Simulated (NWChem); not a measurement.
Program: NWChem. System: GeS, charge 0, spin multiplicity 1, at a geometry optimised with PBE0/def2-SVP. The structure started from a generated list of species. Level: PBE/def2-TZVP.

Part of the output:

```
             Northwest Computational Chemistry Package (NWChem) 7.3.0
             --------------------------------------------------------

                                NWChem Input Module
                                -------------------

 Scaling coordinates for geometry "geometry" by  1.889725989
 (inverse scale =  0.529177249)

 Turning off AUTOSYM since
 SYMMETRY directive was detected!

                             Geometry "geometry" -> ""
                             -------------------------

 Output coordinates in angstroms (scale by  1.889725989 to convert to a.u.)

  No.       Tag          Charge          X              Y              Z
 ---- ---------------- ---------- -------------- -------------- --------------
    1 Ge                  32.0000     0.00000000     0.00000000     0.67268000
    2 S                   16.0000     0.00000000     0.00000000    -1.34535900

 Effective nuclear repulsion energy (a.u.)     134.2584318181

            Nuclear Dipole moment (a.u.)
            ----------------------------
        X                 Y               Z
 ---------------- ---------------- ----------------
     0.0000000000     0.0000000000     0.0000302356

      Symmetry information
      --------------------

 Group name             C2v
 Group number             16
 Group order               4
 No. of unique centers     2

      Symmetry unique atoms

     1    2


 Summary of "ao basis" -> "" (spherical)
 ------------------------------------------------------------------------------
       Tag                 Description            Shells   Functions and Types
 ---------------- ------------------------------  ------  ---------------------
 *                         def2-tzvp                  on all atoms

  pbe96 is a nonlocal functional; adding pw91lda local functional.

                                 NWChem DFT Module
                                 -----------------

 Summary of "ao basis" -> "ao basis" (spherical)
 ------------------------------------------------------------------------------
       Tag                 Description            Shells   Functions and Types
 ---------------- ------------------------------  ------  ---------------------
 Ge                        def2-tzvp                16       48   6s5p4d1f
 S                         def2-tzvp                13       37   5s5p2d1f

 Summary of "ao basis" -> "ao basis" (spherical)
 ------------------------------------------------------------------------------
       Tag                 Description            Shells   Functions and Types
 ---------------- ------------------------------  ------  ---------------------
 Ge                        def2-tzvp                16       48   6s5p4d1f
 S                         def2-tzvp                13       37   5s5p2d1f

      Symmetry analysis of basis
      --------------------------

        a1         37
        a2          8
        b1         20
        b2         20

            General Information
            -------------------
          SCF calculation type: DFT
          Wavefunction type:  closed shell.
          No. of atoms     :     2
          No. of electrons :    48
           Alpha electrons :    24
            Beta electrons :    24
          Charge           :     0
          Spin multiplicity:     1
          Use of symmetry is: on ; symmetry adaption is: on
          Maximum number of iterations: 100
          AO basis - number of functions:    85
                     number of shells:    29
          Convergence on energy requested:  1.00D-06
          Convergence on density requested:  1.00D-05
          Convergence on gradient requested:  5.00D-04

              XC Information
              --------------
          PerdewBurkeErnzerhof Exchange Functional  1.000
            Perdew 1991 LDA Correlation Functional  1.000 local
           PerdewBurkeErnz. Correlation Functional  1.000 non-local

             Grid Information
             ----------------
          Grid used for XC integration:  medium
          Radial quadrature: Mura-Knowles
          Angular quadrature: Lebedev.
          Tag              B.-S. Rad. Rad. Pts. Rad. Cut. Ang. Pts.
          ---              ---------- --------- --------- ---------
[...]
 !! scf_movecs_sym_adapt:   40 vectors were symmetry contaminated

  Symmetry fudging

 !! scf_movecs_sym_adapt:   40 vectors were symmetry contaminated

 d= 0,ls=0.0,diis     5  -2474.7589517507 -4.07D-03  6.06D-04  1.23D-02     3.9

 !! scf_movecs_sym_adapt:   44 vectors were symmetry contaminated

  Symmetry fudging

 !! scf_movecs_sym_adapt:   40 vectors were symmetry contaminated

  Resetting Diis
 d= 0,ls=0.0,diis     6  -2474.7602353572 -1.28D-03  2.46D-04  1.05D-03     4.0

 !! scf_movecs_sym_adapt:   42 vectors were symmetry contaminated

  Symmetry fudging

 !! scf_movecs_sym_adapt:   40 vectors were symmetry contaminated

 d= 0,ls=0.0,diis     7  -2474.7604182878 -1.83D-04  3.16D-04  7.28D-05     4.1

 !! scf_movecs_sym_adapt:   42 vectors were symmetry contaminated

  Symmetry fudging

 !! scf_movecs_sym_adapt:   40 vectors were symmetry contaminated

 d= 0,ls=0.0,diis     8  -2474.7602497043  1.69D-04  2.47D-04  9.94D-04     4.2

 !! scf_movecs_sym_adapt:   42 vectors were symmetry contaminated

  Symmetry fudging

 !! scf_movecs_sym_adapt:   38 vectors were symmetry contaminated

 d= 0,ls=0.0,diis     9  -2474.7604308877 -1.81D-04  2.08D-05  7.87D-06     4.3

 !! scf_movecs_sym_adapt:   42 vectors were symmetry contaminated

  Symmetry fudging

 !! scf_movecs_sym_adapt:   40 vectors were symmetry contaminated

 d= 0,ls=0.0,diis    10  -2474.7604319997 -1.11D-06  2.86D-06  1.43D-07     4.4

 !! scf_movecs_sym_adapt:   42 vectors were symmetry contaminated

  Symmetry fudging

 !! scf_movecs_sym_adapt:   40 vectors were symmetry contaminated

 d= 0,ls=0.0,diis    11  -2474.7604320144 -1.47D-08  9.91D-07  7.94D-09     4.4

         Total DFT energy =    -2474.760432014377
      One electron energy =    -3712.062724761108
           Coulomb energy =     1207.244032608943
    Exchange-Corr. energy =     -104.200171680351
 Nuclear repulsion energy =      134.258431818139

 Numeric. integr. density =       48.000000342569

     Total iterative time =      2.8s

                  Occupations of the irreducible representations
                  ----------------------------------------------

                     irrep           alpha         beta
                     --------     --------     --------
                     a1               13.0         13.0
                     a2                1.0          1.0
                     b1                5.0          5.0
                     b2                5.0          5.0

                       DFT Final Molecular Orbital Analysis
                       ------------------------------------

 Vector   22  Occ=2.000000D+00  E=-2.527343D-01  Symmetry=b2
              MO Center= -8.3D-32,  2.1D-16, -8.6D-01, r^2= 2.1D+00
   Bfn.  Coefficient  Atom+Function         Bfn.  Coefficient  Atom+Function
  ----- ------------  ---------------      ----- ------------  ---------------
    64      0.451529  2 S  py                67      0.280530  2 S  py
    17      0.240984  1 Ge py                61      0.202498  2 S  py
    20      0.192896  1 Ge py                55     -0.172416  2 S  py
    11     -0.109697  1 Ge py                58     -0.076102  2 S  py
    23      0.049461  1 Ge d -1               8      0.042292  1 Ge py

 Vector   23  Occ=2.000000D+00  E=-2.527343D-01  Symmetry=b1
              MO Center=  6.0D-17, -1.8D-33, -8.6D-01, r^2= 2.1D+00
   Bfn.  Coefficient  Atom+Function         Bfn.  Coefficient  Atom+Function
  ----- ------------  ---------------      ----- ------------  ---------------
    63      0.451529  2 S  px                66      0.280530  2 S  px
    16      0.240984  1 Ge px                60      0.202498  2 S  px
    19      0.192896  1 Ge px                54     -0.172416  2 S  px
    10     -0.109697  1 Ge px                57     -0.076102  2 S  px
    25     -0.049461  1 Ge d  1               7      0.042292  1 Ge px

 Vector   24  Occ=2.000000D+00  E=-2.497168D-01  Symmetry=a1
              MO Center= -1.2D-15, -1.5D-15, -1.0D-01, r^2= 3.4D+00
   Bfn.  Coefficient  Atom+Function         Bfn.  Coefficient  Atom+Function
  ----- ------------  ---------------      ----- ------------  ---------------
     6      0.445739  1 Ge s                 65     -0.391357  2 S  pz
    18      0.348159  1 Ge pz                68     -0.267664  2 S  pz
     5      0.203105  1 Ge s                 62     -0.182501  2 S  pz
    21      0.175433  1 Ge pz                12     -0.167214  1 Ge pz
    56      0.152965  2 S  pz                 4     -0.108418  1 Ge s

 Vector   25  Occ=0.000000D+00  E=-1.133945D-01  Symmetry=b2
              MO Center= -5.9D-33,  5.2D-17,  2.6D-01, r^2= 3.4D+00
   Bfn.  Coefficient  Atom+Function         Bfn.  Coefficient  Atom+Function
  ----- ------------  ---------------      ----- ------------  ---------------
    20      0.622301  1 Ge py                17      0.458651  1 Ge py
    67     -0.323084  2 S  py                64     -0.275797  2 S  py
    11     -0.200456  1 Ge py                61     -0.137998  2 S  py
    55      0.106725  2 S  py                 8      0.076538  1 Ge py
    58      0.048278  2 S  py                75      0.042901  2 S  d -1

 Vector   26  Occ=0.000000D+00  E=-1.133945D-01  Symmetry=b1
              MO Center=  2.8D-17,  1.1D-31,  2.6D-01, r^2= 3.4D+00
   Bfn.  Coefficient  Atom+Function         Bfn.  Coefficient  Atom+Function
  ----- ------------  ---------------      ----- ------------  ---------------
    19      0.622301  1 Ge px                16      0.458651  1 Ge px
    66     -0.323084  2 S  px                63     -0.275797  2 S  px
    10     -0.200456  1 Ge px                60     -0.137998  2 S  px
    54      0.106725  2 S  px                 7      0.076538  1 Ge px
    57      0.048278  2 S  px                77     -0.042901  2 S  d  1

 Vector   27  Occ=0.000000D+00  E= 2.141528D-02  Symmetry=a1
              MO Center= -3.3D-16, -2.8D-16,  2.5D-01, r^2= 5.5D+00
   Bfn.  Coefficient  Atom+Function         Bfn.  Coefficient  Atom+Function
  ----- ------------  ---------------      ----- ------------  ---------------
    21      1.365601  1 Ge pz                53      1.205818  2 S  s
     6     -1.065119  1 Ge s                 68      0.881689  2 S  pz
    18      0.298352  1 Ge pz                65      0.289136  2 S  pz
    51     -0.164641  2 S  s                  5     -0.155455  1 Ge s
    52      0.150347  2 S  s                 12     -0.110763  1 Ge pz

 center of mass
 --------------
 x =   0.00000000 y =   0.00000000 z =   0.11977640

 moments of inertia (a.u.)
 ------------------
         324.585733382084           0.000000000000           0.000000000000
           0.000000000000         324.585733382084           0.000000000000
           0.000000000000           0.000000000000           0.000000000000

     Multipole analysis of the density
     ---------------------------------

     L   x y z        total         alpha         beta         nuclear
     -   - - -        -----         -----         ----         -------
     0   0 0 0     -0.000000    -24.000000    -24.000000     48.000000

     1   1 0 0      0.000000      0.000000      0.000000      0.000000
     1   0 1 0      0.000000      0.000000      0.000000      0.000000
     1   0 0 1      0.782014      0.390992      0.390992      0.000030

     2   2 0 0    -21.747935    -10.873967    -10.873967      0.000000
     2   1 1 0     -0.000000     -0.000000     -0.000000      0.000000
     2   1 0 1      0.000000      0.000000      0.000000      0.000000
     2   0 2 0    -21.747935    -10.873967    -10.873967      0.000000
     2   0 1 1      0.000000      0.000000      0.000000      0.000000
     2   0 0 2    -23.324031    -89.225178    -89.225178    155.126325

 Task  times  cpu:        4.4s     wall:        4.4s

 Total times  cpu:        4.5s     wall:        4.5s
```

Write an NWChem input that would produce this output.

This is not unique; one that fits is 
```
start mol
memory heap 200 mb stack 900 mb global 1100 mb
geometry units angstroms nocenter noautoz
  Ge     0.000000     0.000000     0.672680
  S      0.000000     0.000000    -1.345359
  symmetry group C2v
end
basis spherical
  * library def2-tzvp
end
dft
  xc xpbe96 cpbe96
  semidirect memsize 60000000 filesize 0
  iterations 100
end
task dft energy
```
